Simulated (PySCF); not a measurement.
Species: C2H8O3SSi3.
Atom-mapped SMILES: `[CH3:1][C:2](=[S:3])[SiH:4]1[O:5][SiH2:6][O:7][SiH2:8][O:9]1` (hydrogens: H10, H11, H12 on C1; H13 on Si4; H14, H15 on Si6; H16, H17 on Si8)

Structure used (PBE0-D3(BJ)/def2-SVP), in Å, numbered top down from 1:
```
atom  x, y, z in Å
C1     3.0313   -0.4150    0.1633
C2     1.6198   -0.0372    0.4453
S3     1.1601    0.9060    1.6922
Si4    0.1750   -0.6186   -0.6404
O5    -0.8836   -1.4406    0.3335
Si6   -2.1141   -0.8194    1.2783
O7    -2.4995    0.6786    0.6708
Si8   -1.7730    1.6467   -0.4677
O9    -0.5903    0.7331   -1.2161
H10    3.1328   -1.5150    0.1619
H11    3.7294    0.0178    0.8934
H12    3.3115   -0.0892   -0.8543
H13    0.6014   -1.4810   -1.7693
H14   -1.6778   -0.7130    2.6935
H15   -3.2913   -1.7148    1.1430
H16   -1.1751    2.8471    0.1697
H17   -2.7760    2.0266   -1.4951
```

Level: PBE0/pcSseg-1 in PySCF, non-relativistic, on one gas-phase PBE0-D3(BJ)/def2-SVP geometry that isn't relaxed in the solvent. The solvent is an IEF-PCM continuum (Bondi radii, 1.10 Å for H, scaled by 1.2). The model holds no explicit solvent molecules, cavitation or dispersion.

Gas phase at PBE0/pcSseg-1: HOMO -6.71 eV, LUMO -2.76 eV, dipole 2.03 D.

Task: What does the continuum do to the energy, the frontier levels and the dipole at PBE0/pcSseg-1 in chloroform?

Result: 
```csv
solvent,ε,E(solvent) − E(gas) (kcal/mol),polarisation term (kcal/mol),distortion of the solute (kcal/mol),HOMO (eV),LUMO (eV),dipole (D)
chloroform,4.711,-2.87,-3.19,0.32,-6.69,-2.67,2.61
```

Polarisation term: ½ Σ q·V over the induced surface charges. Distortion: the rise of the solute's own energy as its density leaves the gas-phase optimum.

Task: Which radius a makes the point-dipole formula ΔE = −[(ε − 1)/(2ε + 1)]·μ²/a³ give the value in chloroform, with the gas-phase dipole?

Result: μ = 0.799 au and |ΔE| = 0.00458 Eh give a = 1.95 Å; the farthest nucleus lies 3.83 Å from the centroid of the nuclei, so such a sphere wouldn't even hold the nuclei. The formula assumes a rigid point dipole at the centre of a sphere.

Task: Give the dipole vector in the frame of the coordinates (D, pointing from negative to positive charge), gas and chloroform.

Result: Gas (1.69, -0.79, -0.81), solvent (2.04, -1.11, -1.19). Its length changes by +29 % and its direction by 5°.

Task: Which IAO charges (PBE0/pcSseg-1) respond most in chloroform (means over atoms taken as equivalent)?

Result: 
```tsv
atoms	environment	gas (e)	solvent (e)	change
S3	thiocarbonyl sulfur	-0.020	-0.050	-0.030
C2	thiocarbonyl carbon	-0.322	-0.310	+0.012
H10/H11/H12	methyl hydrogen	+0.164	+0.171	+0.007
H13	Si–H hydrogen	-0.143	-0.137	+0.006
O7	siloxane oxygen	-0.875	-0.880	-0.005
O5/O9	siloxane oxygen	-0.870	-0.875	-0.005
C1	methyl carbon	-0.421	-0.424	-0.003
Si4	oxygen-bound silicon	+1.280	+1.282	+0.002
```

Task: Which Mayer bond orders change most in chloroform?

Result: 
```
  bond  length (Å)    gas  solvent  change
 C2–S3       1.630  1.903    1.874  -0.029
 C1–C2       1.488  1.018    1.029  +0.011
Si4–O5       1.657  0.940    0.932  -0.008
O9–Si4       1.657  0.940    0.932  -0.008
C1–H10       1.105  0.934    0.927  -0.007
C1–H12       1.105  0.934    0.927  -0.007
Si6–O7       1.662  0.905    0.900  -0.005
O7–Si8       1.662  0.905    0.901  -0.004
```
